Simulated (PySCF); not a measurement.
A structure optimised at PBE0-D3(BJ)/def2-SVP (Å):
```
atom  x, y, z in Å
P1    -1.7336    0.1077   -0.0574
B2     0.0035   -0.0576    0.6212
As3    1.4601   -1.1052   -0.2765
H4    -2.1459    1.3621    0.4630
H5    -1.5432    0.4711   -1.4166
H6     0.1713    0.2246    1.7838
H7     2.5973   -0.1887    0.1381
H8     1.3227   -0.5524   -1.6854
```

Charge 0, singlet.

Question: Read off the bonds between heavy atoms and their formal orders.

Answer: P1–B2 1.87 Å (single); B2–As3 2.01 Å (single). Bonds to hydrogen (Å): P1–H4 1.42; P1–H5 1.42; B2–H6 1.21; As3–H7 1.52; As3–H8 1.52.

Question: Write the SMILES.

Answer: `PB[AsH2]`, AsBH5P.

Question: Classify the heavy atoms.

Answer: P1: three-coordinate phosphorus; B2: three-coordinate boron; As3: arsenic bonded to B and 2 H.

Question: What is the arrangement about B2?

Answer: It has 3 neighbours (P1, As3, H6) and is almost planar (angles 123.9°, 117.2° and 116.9°, sum 357.9°, 0.14 Å off the plane of its three neighbours).

Question: What is the arrangement about P1?

Answer: It has 3 neighbours (B2, H4, H5) and is pyramidal (angles 104.2°, 102.4° and 99.4°, sum 306.0°, 0.68 Å off the plane of its three neighbours).

The numbers are calculated, not measured.
